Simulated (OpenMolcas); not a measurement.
Computed levels of 4d⁴ in ions with 40 electrons, in cm-1 above ⁵D₀.

```
Program             : OpenMolcas 26.06
Method              : MS-RASPT2, IPEA 0.25 Eh, imaginary shift 0.1 Eh
Basis               : ANO-R2
Scalar Hamiltonian  : X2C, finite nucleus
Spin-orbit coupling : RASSI with atomic mean-field integrals over the reference wave functions, term energies averaged over their components
```

Active space for each ion: 10 electrons in 8 orbitals (RAS1 4p, at most 2 holes; RAS2 4d); closed shells correlated by CASPT2: 4s.

```
 Level   Ru4+   Rh5+   Ag7+
   ⁵D₁    498    685   1256
   ⁵D₂   1333   1787   3080
   ⁵D₃   2380   3120   5130
   ⁵D₄   3560   4600   7290
³P₀(1)  17180  18990  22170
   ³H₄  18260  20270  24110
   ³H₅  19440  21890  26940
³P₁(1)  19640  22220  27250
   ³H₆  20400  23130  28820
```

Task: Estimate ⁵D₄, ³P₀(1), ³H₄ for Pd6+ from its neighbours Rh5+ and Ag7+.

Result: ⁵D₄ is fine structure, which grows about as the fourth power of a screened charge, so the fourth roots are averaged: ((4600^0.25 + 7290^0.25) / 2)^4 = 5829. The calculation gives 5990, so the estimate is off by -2.7 %.
³P₀(1) is another term, which grows about linearly with the charge: (18990 + 22170) / 2 = 20580. The calculation gives 20430, so the estimate is off by +0.7 %.
³H₄ is another term, which grows about linearly with the charge: (20270 + 24110) / 2 = 22190. The calculation gives 22080, so the estimate is off by +0.5 %.

Mixed levels, with the weight of the term that names them: Pd6+ ³H₄ (73 %), Ag7+ ³H₄ (70 %).

Term energies are means over components that CASPT2 splits; among the terms shown or strongly mixed into the levels shown the widest spread is 810 cm-1 (4d⁴ ³H, Rh5+). Active for correlation alone: 4p; no level in the range computed is led by a configuration that opens it, so any true level of that kind is missing. Levels of configurations outside the active space are missing.

A number in round brackets counts repeated terms of one configuration in the order of the reference energies.
